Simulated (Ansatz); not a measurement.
Coupled-cluster diagnostics for In₃⁺, Ansatz.

Geometry of the singlet (PBE-D4/def2-SVP):

```
atom   x (Å)   y (Å)   z (Å)
 In1  -0.601   1.429   1.421
 In2   0.408   0.590  -1.977
 In3   0.193  -2.020   0.556
```

In the def2 sets In takes a core potential; there is no spin–orbit coupling. Correlated methods freeze 12 core orbitals; core or outer-core shells of In are correlated, in sets that lack core-valence functions. At PBE0-D4/def2-TZVP a triplet of charge 1 lies 0.20 eV below the restricted singlet, each at its own geometry. The structure comes from a short search, and lower isomers may exist.

(1) Estimate the CCSD(T) correlation energy, the shares of MP2 and (T), T1 and the reference's ⟨S²⟩ for: charge 1, singlet, own geometry in def2-TZVPP; and the rough time on 2 threads of AMD EPYC 7R43 on a shared host.

Results:

(1) 
```
                          state       basis  correlation (eV)  MP2 share (%)  (T) share (%)     T1  ⟨S²⟩ (pure)  wall time                  remarks
charge 1, singlet, own geometry  def2-TZVPP           -21.637           98.8            3.3  0.016  0.00 (0.00)       49 s  restricted SCF unstable
```
Customary marks for T1 are 0.02 (closed shells), 0.045 (open shells) and about 0.05 (3d metals). T1 stays under 0.02 throughout.
